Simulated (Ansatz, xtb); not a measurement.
**C6H4FN: 8 structures ranked**

8 gas-phase structures of C6H4FN, from a drawn sample of its isomers (lower ones may exist). Each was relaxed with GFN2-xTB:

A. `C#Cc1ccc(F)[nH]1`, a singlet
B. `C#Cn1ccc(F)c1`, a singlet
C. `C#Cn1cccc1F`, a singlet
D. `C#Cc1cc[nH]c1F`, a singlet
E. `C#Cc1c[nH]c(F)c1`, a singlet
F. `C#Cc1cc(F)c[nH]1`, a singlet
G. `C#Cc1c[nH]cc1F`, a singlet
H. `C#Cc1[nH]ccc1F`, a singlet

Task: Estimate their order in r2SCAN-D4/def2-SVP energy at these geometries, lowest first.

Result: Calculated order at r2SCAN-D4/def2-SVP: A (0.0), H (1.0), F (1.3), E (1.5), D (1.9), G (2.9), C (16.8), B (17.0) kcal/mol. Less than 1 kcal/mol parts H and F; F and E; E and D; C and B, so the order within those pairs means little.

Energies above the lowest of each column, in kcal/mol; the last columns are at B3LYP/def2-SVP geometries and were run for some of them only (a dash: not run or not comparable):

```tsv
structure	GFN2-xTB	HF/STO-3G	r2SCAN-D4/def2-SVP	B3LYP/def2-SVP	CCSD(T)/def2-SVP + ΔMP2/def2-TZVPP
A	0.0	0.0	0.0	0.0	0.0
H	1.6	1.4	1.0	0.9	0.8
F	0.9	2.3	1.3	1.2	0.8
E	1.3	0.5	1.5	1.4	0.5
D	2.2	0.0	1.9	1.6	1.0
G	3.1	2.1	2.9	2.5	1.7
C	1.4	10.0	16.8	–	–
B	0.5	11.9	17.0	–	–
```

Every level run on A puts it lowest or level with the lowest. CCSD(T)/def2-SVP + ΔMP2/def2-TZVPP orders those it was run on as A (0.0), E (0.5), H (0.8), F (0.8), D (1.0), G (1.7) kcal/mol. Less than 1 kcal/mol parts A and E; E and H; H and F; F and D; D and G, so the order within those pairs means little. Frequencies (GFN2-xTB) were run for A, D, E, F, G, H alone. ΔMP2 is the change of the MP2 energy from the smaller to the larger basis.

Over these structures GFN2-xTB departs from r2SCAN-D4/def2-SVP by 6.0 kcal/mol on average once a common shift is removed. A GFN2-xTB relaxation took about 0.098 s and the r2SCAN-D4/def2-SVP energy about 2 s on a shared host (Ansatz 0.2.0, xtb 6.7.1).
